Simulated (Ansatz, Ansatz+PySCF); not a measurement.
```tsv
atom	x (Å)	y (Å)	z (Å)
C	1.4000	0.0000	0.0000
C	0.7000	1.2124	0.0000
C	-0.7000	1.2124	0.0000
C	-1.4000	0.0000	0.0000
C	-0.7000	-1.2124	0.0000
C	0.7000	-1.2124	0.0000
C	2.8100	0.0000	0.0000
H	3.3600	0.9300	0.0000
H	3.3600	-0.9300	0.0000
O	1.3250	2.2950	0.0000
H	-1.2425	2.1521	0.0000
H	-2.4850	0.0000	0.0000
H	-1.2425	-2.1521	0.0000
H	1.2425	-2.1521	0.0000
```

Basis set: def2-SVP (spherical functions). Charge 0, multiplicity 1.

Computed with Ansatz (development build ahead of 0.2.0); each method stands on the lowest determinant of its kind that the runs found. Restricted functionals stand beside restricted open-shell atoms, which can lie above the unrestricted atoms usual in DFT and then raise those values.

The atomization energy at this shape (free ground-state atoms in the same class of orbitals less the molecule, no zero-point energy) of singlet C₇H₆O:

```json
{"method": "PBE0 (unrestricted)", "atomization energy": "6853.7 kJ/mol"}
{"method": "PBE0 (restricted)", "atomization energy": "6887.1 kJ/mol"}
{"method": "UHF", "atomization energy": "5037.0 kJ/mol"}
{"method": "RHF", "atomization energy": "5000.3 kJ/mol"}
```

(1) What does ωB97X (restricted) give?

Results:

(1) 6788.3 kJ/mol. Caution for PBE0 (unrestricted): the unrestricted determinant is spin contaminated. Caution for UHF: the unrestricted determinant is a mixture of spin states. Caution for RHF: an unrestricted determinant lies well below.

The shape needn't be a minimum at these levels.
